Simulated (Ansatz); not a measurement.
PbF₂ (the lowest singlet isomer of a short search) was relaxed with PBE0-D4 (def2-TZVP) in Ansatz in these states: neutral quintet, neutral singlet, neutral triplet. The geometries follow in no particular order.

In the def2 sets Pb takes a core potential; there is no spin–orbit coupling.

A:

```tsv
atom	x (Å)	y (Å)	z (Å)
Pb1	-0.398	0.017	-0.398
F2	-0.708	-1.433	1.044
F3	1.106	1.416	-0.646
```

B:

```xyz
3

Pb    0.5966    0.6547    0.1930
F    -0.2908   -0.7628    1.3572
F    -0.3058    0.1081   -1.5502
```

C:

```xyz
3

Pb    0.8611   -1.6227    0.4154
F    -0.3633   -0.2151   -0.8543
F    -0.4978    1.8378    0.4389
```

Task: Judge from the bond lengths which geometry belongs to which state (an estimate).

Result: A is the neutral triplet (Pb1–F3 2.069 Å, Pb1–F2 2.069 Å); B is the neutral singlet (Pb1–F3 2.038 Å, Pb1–F2 2.038 Å); C is the neutral quintet (Pb1–F3 3.718 Å, Pb1–F2 2.257 Å).

At PBE0-D4/def2-TZVP a singlet lies 4.00 eV below the neutral triplet. At PBE0-D4/def2-TZVP a singlet lies 9.43 eV below the neutral quintet. These are the stationary points nearest to one start from a short search; other shapes may lie lower in each state. The neutral quintet has come apart into loosely held pieces.
